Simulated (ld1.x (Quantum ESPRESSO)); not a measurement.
## Reading a pseudo-wave (Co)

Columns: radius, all-electron u(r) and pseudo u(r) of the 4p shell (level -1.25 eV) of cobalt in the configuration [Ar] 3d7 4s2 4p0; PBEsol, scalar-relativistic, TM scheme, ld1.x (Quantum ESPRESSO) 7.5.

```json
{"r (bohr)": "0.178", "all-electron": "0.0872", "pseudo": "0.0043"}
{"r (bohr)": "0.355", "all-electron": "-0.0742", "pseudo": "0.0169"}
{"r (bohr)": "0.533", "all-electron": "-0.1678", "pseudo": "0.0376"}
{"r (bohr)": "0.710", "all-electron": "-0.1539", "pseudo": "0.0653"}
{"r (bohr)": "0.888", "all-electron": "-0.0824", "pseudo": "0.0995"}
{"r (bohr)": "1.065", "all-electron": "0.0078", "pseudo": "0.1386"}
{"r (bohr)": "1.243", "all-electron": "0.0983", "pseudo": "0.1816"}
{"r (bohr)": "1.420", "all-electron": "0.1801", "pseudo": "0.2265"}
{"r (bohr)": "1.598", "all-electron": "0.2513", "pseudo": "0.2720"}
{"r (bohr)": "1.775", "all-electron": "0.3110", "pseudo": "0.3161"}
{"r (bohr)": "1.953", "all-electron": "0.3605", "pseudo": "0.3575"}
{"r (bohr)": "2.130", "all-electron": "0.4002", "pseudo": "0.3944"}
{"r (bohr)": "2.308", "all-electron": "0.4317", "pseudo": "0.4260"}
{"r (bohr)": "2.485", "all-electron": "0.4556", "pseudo": "0.4514"}
{"r (bohr)": "2.662", "all-electron": "0.4730", "pseudo": "0.4705"}
{"r (bohr)": "2.840", "all-electron": "0.4847", "pseudo": "0.4835"}
{"r (bohr)": "3.018", "all-electron": "0.4914", "pseudo": "0.4910"}
{"r (bohr)": "3.195", "all-electron": "0.4938", "pseudo": "0.4937"}
{"r (bohr)": "3.373", "all-electron": "0.4925", "pseudo": "0.4925"}
{"r (bohr)": "3.550", "all-electron": "0.4882", "pseudo": "0.4882"}
{"r (bohr)": "3.728", "all-electron": "0.4814", "pseudo": "0.4814"}
{"r (bohr)": "3.905", "all-electron": "0.4725", "pseudo": "0.4725"}
{"r (bohr)": "4.083", "all-electron": "0.4619", "pseudo": "0.4619"}
{"r (bohr)": "4.260", "all-electron": "0.4501", "pseudo": "0.4501"}
{"r (bohr)": "4.438", "all-electron": "0.4374", "pseudo": "0.4374"}
{"r (bohr)": "4.615", "all-electron": "0.4241", "pseudo": "0.4241"}
```

Question: How many radial nodes do the two functions have?

Answer: The all-electron 4p function has n − l − 1 = 2; the pseudo-wave has 0, since the states of the same l below it are removed with the core.

Question: At about which radius was the pseudo-wave matched?

Answer: 3.55 bohr. The columns agree to 0.0005 from 3.02 bohr on; several derivatives are matched, so the curves merge somewhat inside the radius.

Question: Is the pseudo-wave norm-conserving?

Answer: Yes: the TM scheme keeps the norm inside the radius equal to the all-electron one, which fixes the energy derivative of the logarithmic derivative at the level.
